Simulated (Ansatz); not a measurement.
Molecule: C$_{4}$H$_{5}$NS (charge 0, singlet). SMILES: Nc1ccsc1
Geometry from a B3LYP-D3(BJ)/def2-TZVP (Ansatz, a program for electronic structure) optimisation:
```xyz
11

N     -2.0348    -1.2204     0.3367
C     -0.8331    -0.5416     0.1140
C      0.4311    -1.2084     0.0961
C      1.4777    -0.3509    -0.0665
S      0.9559     1.2775    -0.1913
C     -0.6975     0.8142    -0.0368
H     -2.8589    -0.7074     0.0634
H     -2.0530    -2.1567    -0.0386
H      0.5428    -2.2778     0.2097
H      2.5265    -0.5926    -0.1138
H     -1.4770     1.5578    -0.0571
```

Property: vertical ionisation energy (to the doublet state of charge +1; each state is the SCF solution reached for its spin; for the doublet T1 is 0.045; for the singlet the Hartree-Fock reference is unstable and T1 is 0.013), in eV. Valence correlation only, unless marked. UHF or UKS for open shells. No spin-orbit coupling. No relativistic terms. CBS marks a two-point X^-3 extrapolation of the correlation energy; Hartree-Fock from the larger set. [CCSD(T)-MP2]/basis is that difference in the basis named.

| level | program | vertical ionisation energy (eV) |
|---|---|---|
| SVWN5/def2-TZVPD | Ansatz | 7.90 |
| PBE/def2-TZVPD | Ansatz | (withheld) |
| r2SCAN/def2-TZVPD | Ansatz | (withheld) |
| B3LYP/def2-TZVPD | Ansatz | 7.80 |
| wB97M-V/def2-TZVPD | Ansatz | 7.87 |
| wB97X-V/def2-TZVPD | Ansatz | (withheld) |
| CCSD/aug-cc-pV(D+d)Z | Ansatz | 7.80 |
| RI-MP2/CBS(aug-cc-pV(T+d)Z,aug-cc-pV(Q+d)Z)+[CCSD(T)-MP2]/aug-cc-pV(T+d)Z | Ansatz | (withheld) |

**Question.** Complete the blanks.

**Answer.** 
- PBE/def2-TZVPD, vertical ionisation energy (eV): 7.69
- r2SCAN/def2-TZVPD, vertical ionisation energy (eV): 7.72
- wB97X-V/def2-TZVPD, vertical ionisation energy (eV): 7.89
- RI-MP2/CBS(aug-cc-pV(T+d)Z,aug-cc-pV(Q+d)Z)+[CCSD(T)-MP2]/aug-cc-pV(T+d)Z, vertical ionisation energy (eV): 8.06
